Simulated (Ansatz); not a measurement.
The cluster Ga₂Se₄⁻. The state is a doublet with charge -1. Geometry PBE-D4/def2-SVPD.

Cartesian coordinates in Å:
```
Ga 1.2129 1.9465 -1.0882
Ga -0.2981 -1.1870 0.0466
Se -0.8993 0.4201 1.7137
Se -0.2069 2.5326 0.7821
Se -0.9143 -3.3537 0.2616
Se 1.1057 -0.3586 -1.7158
```

Another isomer (doublet) lies 0.91 eV lower at PBE0-D4/def2-SVP; other spin states weren't run for this one.

Q: Estimate the α-spin orbital energies around the gap (eV) in Ansatz with PBE-D4/def2-SVP, revPBE-D4/def2-SVP, r2SCAN-D4/def2-SVP, PBE0-D4/def2-SVP, r2SCAN0-D4/def2-SVP.

A: 
| orbital | PBE-D4/def2-SVP | revPBE-D4/def2-SVP | r2SCAN-D4/def2-SVP | PBE0-D4/def2-SVP | r2SCAN0-D4/def2-SVP |
| --- | --- | --- | --- | --- | --- |
| HOMO−9 | -4.70 | -4.66 | -5.12 | -5.95 | -6.23 |
| HOMO−8 | -3.55 | -3.50 | -3.96 | -4.87 | -5.15 |
| HOMO−7 | -3.35 | -3.30 | -3.72 | -4.56 | -4.81 |
| HOMO−6 | -3.21 | -3.16 | -3.59 | -4.39 | -4.64 |
| HOMO−5 | -2.94 | -2.89 | -3.30 | -4.00 | -4.20 |
| HOMO−4 | -2.43 | -2.39 | -2.83 | -3.67 | -3.92 |
| HOMO−3 | -1.73 | -1.68 | -2.03 | -2.82 | -3.05 |
| HOMO−2 | -1.50 | -1.46 | -1.90 | -2.63 | -2.94 |
| HOMO−1 | -1.28 | -1.23 | -1.50 | -2.06 | -2.13 |
| HOMO | -1.19 | -1.14 | -1.43 | -2.02 | -2.06 |
| LUMO | 0.93 | 1.00 | 0.89 | 1.54 | 1.48 |
| LUMO+1 | 1.50 | 1.55 | 1.40 | 1.88 | 1.80 |
| LUMO+2 | 2.19 | 2.28 | 2.31 | 2.97 | 3.06 |
| LUMO+3 | 2.63 | 2.72 | 2.78 | 3.38 | 3.50 |
| LUMO+4 | 3.19 | 3.26 | 3.29 | 3.71 | 3.76 |
| LUMO+5 | 3.69 | 3.76 | 3.85 | 4.22 | 4.30 |
| β HOMO | -1.13 | -1.07 | -1.27 | -1.73 | -1.84 |
| β LUMO | -0.74 | -0.67 | -0.78 | -0.37 | -0.30 |
